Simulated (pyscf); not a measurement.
# H₃C–O–Cr(=O)(=O)–OH (SMILES C[O][Cr](=[O])(=[O])[OH]), singlet

Gas-phase minimum from PySCF at ωB97X-D3(BJ)/def2-SVP, one conformer. 

```xyz
10

C     -0.3183     0.0487    -2.1416
O     -0.7321     0.7851    -1.0076
Cr    -0.5460     0.1816     0.5879
O     -0.5915     1.3611     1.5617
O      0.7897    -0.5644     0.6717
O     -1.8164    -0.9536     0.9182
H     -0.3718     0.7106    -3.0197
H     -0.9791    -0.8209    -2.2994
H      0.7176    -0.3097    -2.0109
H     -2.6091    -0.5751     1.3260
```

Bond lengths (Å): C1–O2 1.414, C1–H7 1.101, C1–H8 1.103, C1–H9 1.104, O2–Cr3 1.716, Cr3–O4 1.530, Cr3–O5 1.532, Cr3–O6 1.735, O6–H10 0.968. Angles (°): O2–C1–H7 108.2, O2–C1–H8 110.5, O2–C1–H9 110.4, H7–C1–H8 109.3, H7–C1–H9 109.6, H8–C1–H9 108.8, C1–O2–Cr3 122.1, O2–Cr3–O4 108.5, O2–Cr3–O5 108.5, O2–Cr3–O6 109.1, O4–Cr3–O5 111.5, O4–Cr3–O6 111.2, O5–Cr3–O6 108.0, Cr3–O6–H10 115.1.

Properties at ωB97X-D3(BJ)/def2-SVP:

- Harmonic wavenumbers, unscaled: 74, 107, 176, 277, 299, 323, 361, 381, 424, 722, 769, 810, 1126, 1162, 1176, 1186, 1201, 1462, 1466, 1476, 3043, 3140, 3167, 3864 cm⁻¹
- Zero-point energy: 40.3 kcal/mol
- Rotational symmetry number: 1
- Entropy of this conformer at 298 K and 1 atm, rigid rotor and harmonic oscillator, modes under 100 cm⁻¹ raised to 100: 356.0 J/(mol K)
- Dipole moment: 2.51 D

Single-point totals, which compare only within one level:

| level | total energy (hartree) |
|---|---|
| ωB97X-D3(BJ)/def2-TZVP | -1386.08641 |
| PBE/def2-TZVP | -1385.57560 |
| r²SCAN/def2-TZVP | -1385.94877 |
| B3LYP-D3(BJ)/def2-TZVP | -1386.12722 |
| PBE0-D3(BJ)/def2-TZVP | -1385.49472 |
| M06-2X/def2-TZVP | -1385.80292 |
| ωB97M-D3(BJ)/def2-TZVP | -1386.15243 |

Soft torsions are taken as harmonic, which can shift the entropy by several J/(mol K).
